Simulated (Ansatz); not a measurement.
Reaction (silylene loss): `CO[SiH](F)O[SiH3]` → `CO[SiH](O)F` + `[SiH2]`

Gas-phase electronic energies from Ansatz, PBE0-D4/def2-TZVP geometries. CBS: MP2 limit from def2 TZ/QZ plus the TZ coupled-cluster correction, frozen cores. This one scheme is used for every species. Functionals use def2-TZVPP. B3LYP here is the variant with VWN-RPA as its local correlation; programs differ in this. Each species was taken in one conformer, which may not be the lowest.

CCSD(T)/CBS gives +340.1 kJ/mol.

Question: Another level gave +354.1 kJ/mol. Which?
A. B3LYP/def2-TZVPP
B. ωB97M-V/def2-TZVPP
C. MP2/def2-TZVPP
D. B3LYP-D4/def2-TZVPP

Answer: C. MP2/def2-TZVPP 354.1, ωB97M-V 333.4, B3LYP 324.8, B3LYP-D4 337.5 kJ/mol.

Largest T1 diagnostic among the species: 0.014.

From PBE to PBE0 (25 % exact exchange), in def2-TZVPP and without D4, ΔE moves by +14.7 kJ/mol. The D4 term adds +12.7 kJ/mol with B3LYP and +7.2 kJ/mol with PBE0; it sums over pairs of atoms, weighted by their polarisabilities, and B3LYP, whose exchange is more repulsive, gets the larger term.
